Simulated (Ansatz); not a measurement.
Ge(CF3)H3 (CH3F3Ge). Total charge 0; singlet. Geometry PBE0-D4/def2-SVP, basis def2-TZVP, Ansatz.

```xyz
8

Ge   -0.3366    0.2198   -0.9256
C     0.3290   -0.2149    0.9045
F    -0.1089   -1.4119    1.3156
F    -0.0796    0.6896    1.8038
F     1.6673   -0.2435    0.9475
H     0.1539    1.6304   -1.2718
H    -1.8677    0.1548   -0.8869
H     0.2425   -0.8244   -1.8872
```

| run | HOMO (eV) | LUMO (eV) |
| --- | --- | --- |
| A | -9.59 | 0.68 |
| B | -9.15 | 0.20 |
| C | -13.10 | 3.46 |
| D | -8.18 | 0.00 |
| E | -11.73 | 2.50 |
| F | -8.74 | 0.28 |

B3LYP takes the VWN-RPA correlation.

**Question.** The runs used B3LYP, HF, r2SCAN, r2SCAN0, r2SCANh, ωB97X-V. Estimate which is which.

**Answer.** A r2SCAN0 (25 % exact exchange); B B3LYP (20 % exact exchange); C HF (100 % exact exchange); D r2SCAN (0 % exact exchange); E ωB97X-V (range-separated); F r2SCANh (10 % exact exchange). Exact exchange lowers occupied and raises empty levels; among semilocal functionals meta-GGAs tend to open the gap a little, and such runs are hard to tell apart. The gap grows from 8.19 eV (r2SCAN) to 16.56 eV (HF).
